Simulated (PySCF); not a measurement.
Telling isomers of C8H15PS apart by NMR

A single conformation, relativity neglected, rapidly exchanging positions averaged, no solvent. Geometry: PBE0-D3(BJ)/def2-SVP; GIAO PBE0/pcSseg-1 shieldings; PySCF.

Chemical shifts δ = σref − σ; TMS for $^{1}$H (31.27 ppm), $^{13}$C (184.41 ppm), all at this level. Splittings of carbon signals by F and P are missing where no couplings were computed. Where no couplings were computed, multiplicities follow the n + 1 count of equivalent neighbours, and m marks all less simple cases (inequivalent or close neighbours, rings, F or P nearby). Shifts are as computed. Against solution values, carbons near 30 ppm lie about +2 ppm off and those near 130 ppm about +5 ppm (rms about the fit 1.9 ppm; single classes can miss by 10 ppm). Of 1328 compounds with measured shifts, 309 miss one by over three times the rms of a fit or turn the order of signals round; such compounds aren't used in these exercises. Signals without a measured value on file couldn't be tested in this way; 1H shifts scatter by 0.2 ppm about their fit, and single ones miss by 0.5 ppm.

(1) Tabulate the signals of `C=C[P@@](=S)(C(=C)C)C(C)C`, `C=C[P@](=S)(/C=C\C)C(C)C` and their relative energies.

(2) What is the quickest way to tell C=C[P@@](=S)(C(=C)C)C(C)C from C=C[P@](=S)(/C=C\C)C(C)C?

## Answers

(1) 
```tsv
SMILES	carbon types	δC	δH	E rel. (kcal/mol)
C=C[P@@](=S)(C(=C)C)C(C)C	1×C 2×CH 2×CH2 3×CH3	155.1, 145.8, 138.9, 128.4, 36.9, 26.2, 16.0, 15.6	6.94 (m, 1H), 6.57 (m, 1H), 6.40 (m, 1H), 6.07 (m, 1H), 5.53 (m, 1H), 2.15 (m, 3H), 1.61 (m, 1H), 1.06 (m, 3H), 0.98 (m, 3H)	0.4
C=C[P@](=S)(/C=C\C)C(C)C	4×CH 1×CH2 3×CH3	160.6, 144.1, 141.4, 130.3, 32.9, 19.5, 16.1, 15.3	7.11 (m, 1H), 6.69 (m, 1H), 6.56 (m, 1H), 6.19 (m, 1H), 5.77 (m, 1H), 2.25 (d, 3H), 1.50 (m, 1H), 1.18 (m, 3H), 0.93 (m, 3H)	0.0
```

Energies are electronic energies at PBE0/pcSseg-1 on these geometries, without zero-point or thermal terms, each for the one conformer computed, which needn't be the lowest.

(2) Both give the same number of carbon signals, but DEPT or the intensities differ. The first has a fully substituted alkene carbon (C) at 155.1 ppm, the second an alkene CH at 160.6 ppm.
